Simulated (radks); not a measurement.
Q: Coherent X-ray form factor from a spherical all-electron density. All-electron calculation, Dirac Kohn-Sham, PBE, spin-unpolarised, spherical densities, point nucleus. Program: a radial shooting solver on a logarithmic mesh with Libxc functionals.

sin(theta)/lambda (1/angstrom),f0 (electrons)
0.05,17.905
0.1,17.623
0.15,17.172
0.2,16.573
0.25,15.857
0.3,15.057
0.4,13.338
0.5,11.656
0.6,10.175
0.8,8.036
1,6.799
1.25,5.840
1.5,5.034
2,3.523

The species is in the configuration that NIST lists as its ground one. Which atom or ion scatters so?

A: The cobalt ion Co9+, [Ar]. Extrapolating in s^2 from the first two rows gives f0(0) = 18.0, near the electron count 18; among species with that count, the fall with angle is slower the higher Z, and the table is that of Z = 27; from so few rows the species is fixed only to a neighbour or two.
